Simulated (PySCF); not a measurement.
tantalum atom (Ta), quartet (core potentials on Ta); M062X/def2-SVP (PySCF).

The PySCF input:
```python
from pyscf import gto, scf, dft

mol = gto.Mole()
mol.atom = '''
    Ta    0.00000000    0.00000000    0.00000000
'''
mol.basis = 'def2-svp'
mol.ecp = {'Ta': 'def2-svp'}
mol.spin = 3
mol.verbose = 4
mol.build()

mf = dft.UKS(mol)
mf.xc = 'm062x'
mf.kernel()
```

Output, abridged:

```
PySCF version 2.14.0

[INPUT] verbose = 4
[INPUT] num. atoms = 1
[INPUT] num. electrons = 13
[INPUT] charge = 0
[INPUT] spin (= nelec alpha-beta = 2S) = 3
[INPUT] symmetry False subgroup None
[INPUT] Mole.unit = angstrom
[INPUT] Symbol           X                Y                Z      unit          X                Y                Z       unit  Magmom
[INPUT]  1 Ta     0.000000000000   0.000000000000   0.000000000000 AA    0.000000000000   0.000000000000   0.000000000000 Bohr   0.0

nuclear repulsion = 0
number of shells = 12
number of NR pGTOs = 57
number of NR cGTOs = 32
basis = def2-svp
ecp = {'Ta': 'def2-svp'}

******** <class 'pyscf.dft.uks.UKS'> ********
method = UKS
initial guess = minao
damping factor = 0
level_shift factor = 0
DIIS = <class 'pyscf.scf.diis.CDIIS'>
diis_start_cycle = 1
diis_space = 8
diis_damp = 0
SCF conv_tol = 1e-09
SCF conv_tol_grad = None
SCF max_cycles = 50
direct_scf = True
direct_scf_tol = 1e-13
number electrons alpha = 8  beta = 5
XC library pyscf.dft.libxc version 7.1.2
    S. Lehtola, C. Steigemann, M. J. T. Oliveira, and M. A. L. Marques,  SoftwareX 7, 1–5 (2018)
XC functionals = m062x
    Y. Zhao and D. G. Truhlar,  Theor. Chem. Acc. 120, 215 (2008)
    Y. Zhao and D. G. Truhlar,  Theor. Chem. Acc. 120, 215 (2008)
radial grids:
    Treutler-Ahlrichs [JCP 102, 346 (1995); DOI:10.1063/1.469408] (M4) radial grids

becke partition: Becke, JCP 88, 2547 (1988); DOI:10.1063/1.454033
pruning grids: <function nwchem_prune>
grids dens level: 3
symmetrized grids: False
atomic radii adjust function: <function treutler_atomic_radii_adjust>
small_rho_cutoff = 0
Set gradient conv threshold to 3.16228e-05
tot grids = 24008
init E= -43.9494317033104

cycle= 1 E= -56.6614795034275  delta_E= -12.7  |g|= 0.339  |ddm|= 4.95
cycle= 2 E= -56.7249227040471  delta_E= -0.0634  |g|= 0.149  |ddm|= 1.49
cycle= 3 E= -56.739007334505  delta_E= -0.0141  |g|= 0.0151  |ddm|= 0.407
cycle= 4 E= -56.7400526108429  delta_E= -0.00105  |g|= 0.00977  |ddm|= 0.0714
cycle= 5 E= -56.7412043201949  delta_E= -0.00115  |g|= 0.00749  |ddm|= 0.0914
cycle= 6 E= -56.7425928325009  delta_E= -0.00139  |g|= 0.00464  |ddm|= 0.161
cycle= 7 E= -56.7430017336964  delta_E= -0.000409  |g|= 0.00412  |ddm|= 0.0629
cycle= 8 E= -56.7431788659035  delta_E= -0.000177  |g|= 0.00382  |ddm|= 0.0303
cycle= 9 E= -56.7438319125538  delta_E= -0.000653  |g|= 0.00268  |ddm|= 0.141
cycle= 10 E= -56.7439628874538  delta_E= -0.000131  |g|= 0.00219  |ddm|= 0.0432
cycle= 11 E= -56.7441721050532  delta_E= -0.000209  |g|= 0.00234  |ddm|= 0.111
cycle= 12 E= -56.7441766235006  delta_E= -4.52e-06  |g|= 0.00181  |ddm|= 0.00465
cycle= 13 E= -56.7442087243757  delta_E= -3.21e-05  |g|= 0.00167  |ddm|= 0.0168
cycle= 14 E= -56.744194732875  delta_E= 1.4e-05  |g|= 0.00164  |ddm|= 0.00672
cycle= 15 E= -56.7441018750669  delta_E= 9.29e-05  |g|= 0.00119  |ddm|= 0.0494
cycle= 16 E= -56.7440313625419  delta_E= 7.05e-05  |g|= 0.00081  |ddm|= 0.0612
cycle= 17 E= -56.7439947552451  delta_E= 3.66e-05  |g|= 0.000571  |ddm|= 0.0569
cycle= 18 E= -56.743982806427  delta_E= 1.19e-05  |g|= 0.000427  |ddm|= 0.0344
cycle= 19 E= -56.7439774808543  delta_E= 5.33e-06  |g|= 0.000413  |ddm|= 0.0265
cycle= 20 E= -56.7439750934827  delta_E= 2.39e-06  |g|= 0.000323  |ddm|= 0.0204
cycle= 21 E= -56.7439727331159  delta_E= 2.36e-06  |g|= 0.000288  |ddm|= 0.0351
cycle= 22 E= -56.743971985678  delta_E= 7.47e-07  |g|= 0.000327  |ddm|= 0.018
cycle= 23 E= -56.7439736420366  delta_E= -1.66e-06  |g|= 0.000241  |ddm|= 0.0274
cycle= 24 E= -56.7439743997526  delta_E= -7.58e-07  |g|= 0.000184  |ddm|= 0.00546
cycle= 25 E= -56.7439743036187  delta_E= 9.61e-08  |g|= 0.000122  |ddm|= 0.0116
cycle= 26 E= -56.7439741456674  delta_E= 1.58e-07  |g|= 0.000104  |ddm|= 0.00768
cycle= 27 E= -56.7439743314809  delta_E= -1.86e-07  |g|= 9.94e-05  |ddm|= 0.00124
cycle= 28 E= -56.7439743013094  delta_E= 3.02e-08  |g|= 0.0001  |ddm|= 0.00435
cycle= 29 E= -56.7439745029915  delta_E= -2.02e-07  |g|= 9.77e-05  |ddm|= 0.00292
cycle= 30 E= -56.7439745931835  delta_E= -9.02e-08  |g|= 9.7e-05  |ddm|= 0.00331
cycle= 31 E= -56.7439746791325  delta_E= -8.59e-08  |g|= 9.71e-05  |ddm|= 0.0015
cycle= 32 E= -56.7439743265082  delta_E= 3.53e-07  |g|= 9.68e-05  |ddm|= 0.00538
cycle= 33 E= -56.7439742234655  delta_E= 1.03e-07  |g|= 9.68e-05  |ddm|= 0.00345
cycle= 34 E= -56.7439742476598  delta_E= -2.42e-08  |g|= 9.67e-05  |ddm|= 0.00128
cycle= 35 E= -56.7439742601018  delta_E= -1.24e-08  |g|= 9.68e-05  |ddm|= 0.000167
cycle= 36 E= -56.7439741864259  delta_E= 7.37e-08  |g|= 9.66e-05  |ddm|= 0.000937
cycle= 37 E= -56.7439741323238  delta_E= 5.41e-08  |g|= 9.65e-05  |ddm|= 0.000525
cycle= 38 E= -56.7439741168388  delta_E= 1.55e-08  |g|= 9.65e-05  |ddm|= 0.000117
cycle= 39 E= -56.7439741441764  delta_E= -2.73e-08  |g|= 9.66e-05  |ddm|= 0.000177
cycle= 40 E= -56.7439740316786  delta_E= 1.12e-07  |g|= 9.61e-05  |ddm|= 0.0029
cycle= 41 E= -56.7439740540524  delta_E= -2.24e-08  |g|= 9.57e-05  |ddm|= 0.00362
cycle= 42 E= -56.7439740767949  delta_E= -2.27e-08  |g|= 9.49e-05  |ddm|= 0.00581
cycle= 43 E= -56.7439739523556  delta_E= 1.24e-07  |g|= 9.4e-05  |ddm|= 0.00279
cycle= 44 E= -56.7439738332256  delta_E= 1.19e-07  |g|= 9.29e-05  |ddm|= 0.00197
cycle= 45 E= -56.7439733570906  delta_E= 4.76e-07  |g|= 9.13e-05  |ddm|= 0.00443
cycle= 46 E= -56.7439720261232  delta_E= 1.33e-06  |g|= 8.89e-05  |ddm|= 0.0102
cycle= 47 E= -56.7439711643065  delta_E= 8.62e-07  |g|= 8.55e-05  |ddm|= 0.00799
cycle= 48 E= -56.7439666046427  delta_E= 4.56e-06  |g|= 0.000105  |ddm|= 0.0417
cycle= 49 E= -56.7439673029467  delta_E= -6.98e-07  |g|= 0.000115  |ddm|= 0.00844
cycle= 50 E= -56.7439671931031  delta_E= 1.1e-07  |g|= 0.000115  |ddm|= 0.00175
SCF not converged.
SCF energy = -56.7439671931031 after 50 cycles  <S^2> = 3.7618949  2S+1 = 4.005943
```

Convergence was not reached.
